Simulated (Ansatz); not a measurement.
Consider the hydrogenolysis of the Si–C bond: `FC[SiH]([SiH3])S` + H₂ → `[SiH3][SiH2]S` + fluoromethane.

Gas-phase electronic energies from Ansatz, PBE0-D4/def2-TZVP geometries. CBS: MP2 limit from def2 TZ/QZ plus the TZ coupled-cluster correction, frozen cores. This one scheme is used for every species. DFT in def2-TZVPP. HSE06 is defined as in plane-wave codes. Each species was taken in one conformer, which may not be the lowest.

```
          level  ΔE (eV)
       HSE06-D4    -0.40
            PBE    -0.40
          BHLYP    -0.57
CCSD/def2-TZVPP    -0.49
```

What does CCSD(T)/CBS give? (Best estimate.)

The calculation gave: -0.40 eV. The listed levels differ from it by 0.00, 0.00, -0.17, -0.09 eV.

Largest T1 diagnostic among the species: 0.012.

The D4 term adds +0.12 eV with B3LYP and +0.07 eV with PBE0; it sums over pairs of atoms, weighted by their polarisabilities, and B3LYP, whose exchange is more repulsive, gets the larger term. From PBE to PBE0 (25 % exact exchange), in def2-TZVPP and without D4, ΔE moves by −0.06 eV. Leaving LDA and LC-ωPBE aside and taking each functional with its dispersion term where it has one, the values, not all of them listed here, spread over 0.18 eV, from B2PLYP to revPBE-D4. LDA lies +0.07 eV from PBE without D4.

B3LYP here is the variant with VWN-RPA as its local correlation; programs differ in this.
